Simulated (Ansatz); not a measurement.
VOF2, SMILES [F][V]([F])=[O] (connectivity only; charge and spin as stated), neutral, multiplicity 2.

Geometry: PBE0-D3(BJ)/def2-SVP. The spin state was assumed, not searched. The isomer is the one that the SMILES or the coordinates give; other isomers of the formula were not compared.

Two levels are set side by side: PBE/def2-SVPD (Ansatz, a quantum-chemistry and plane-wave program) and PBE0/def2-SVPD (Ansatz). Energy differences of separate SCF runs at the same geometry; the states with an electron removed or added have multiplicity 1 and 3. Differences are taken from unrounded values.

| quantity | PBE0 |
|---|---|
| vertical ionisation energy (eV) | 10.87 |
| vertical electron affinity (eV) | 1.76 |

Problem. What does PBE give, and how far is it from PBE0? (The exact figures need the calculation; the answer reports its results.)

Solution. 
| quantity | PBE | PBE minus PBE0 |
|---|---|---|
| vertical ionisation energy (eV) | 9.99 | -0.87 |
| vertical electron affinity (eV) | 1.32 | -0.44 |
